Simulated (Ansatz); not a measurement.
Basis-set extrapolation for `C[C@H]1[SiH2][Si@@H]1F` (PBE0-D4/def2-TZVP geometry, frozen core, Ansatz). Multiplicity 1, RHF reference.

```csv
,def2-TZVPP,def2-QZVPP
HF,-757.223448,-757.249767
MP2 correlation,-0.835717,-0.900085
CCSD(T) correlation,-0.919062,not run
```

Energies in hartree. Use E(X) = E(∞) + A·exp(−7.88·√X) for Hartree–Fock and E(X) = E(∞) + B·X^(−2.97) for correlation, with X = 3 and 4, and add CCSD(T) minus MP2 of the smaller set to the MP2 limit.

Q: What is the CCSD(T) energy at the basis-set limit?

A: HF limit: -757.249767 + (-0.026319) × 0.13774 = -757.25339. MP2 limit: -0.900085 + (-0.064368) × 0.74074 = -0.94776. Higher-order term: -0.919062 − (-0.835717) = -0.08335. Total: -758.28450 hartree, 372.8 kJ/mol below CCSD(T)/def2-TZVPP.
